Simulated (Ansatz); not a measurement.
CBr2ClF (dibromochlorofluoromethane): entropy by statistical mechanics

A singlet with charge 0, relaxed at HF/6-31G* (Cartesian functions) (Ansatz 0.2.0):

```xyz
5

F     1.2042   -0.6995    0.2623
C     0.0676   -0.0619    0.0368
Cl   -0.9382   -0.2176    1.4673
Br   -0.7752   -0.8854   -1.4948
Br    0.4916    1.7907   -0.3130
```

Harmonic wavenumbers in cm⁻¹: 176, 216, 292, 338, 374, 504, 855, 919, 1253.

Masses in u: F 18.998, C 12.011, Cl 35.45, Br 79.904. Take T = 298.15 K, p = 1 bar, R = 8.3145 J/(mol K), kT/hc = 207.22 cm⁻¹, rigid rotor and harmonic oscillator.

Task: Compute the standard molar entropy.

Result: 
1. Translation (Sackur–Tetrode): S = R[3/2 ln M + 5/2 ln T − 1.1517] with M = 226.267 gives 176.5 J/(mol K).
2. Rotation: principal moments 264.638, 467.830, 608.868 u Å² give A, B, C = 0.0637, 0.036, 0.0277 cm⁻¹; the symmetry number is σ = 1; q = (√π/σ)√((kT/hc)³/ABC) = 663379; S = R(ln q + 3/2) = 123.9.
3. Vibration: with u = ν̃/207.22, each mode gives R[u/(eᵘ − 1) − ln(1 − e⁻ᵘ)]; the sum is 38.0, most from 176 cm⁻¹ (9.9), 216 cm⁻¹ (8.3), 292 cm⁻¹ (6.1).
4. Electronic: R ln 1 = 0.0, from the spin multiplicity alone.
5. Sum: 176.5 + 123.9 + 38.0 + 0.0 = 338.4 J/(mol K).

The tabulated value is 342.8 J/(mol K) (CRC Handbook of Chemistry and Physics): the model is off by -4.4.
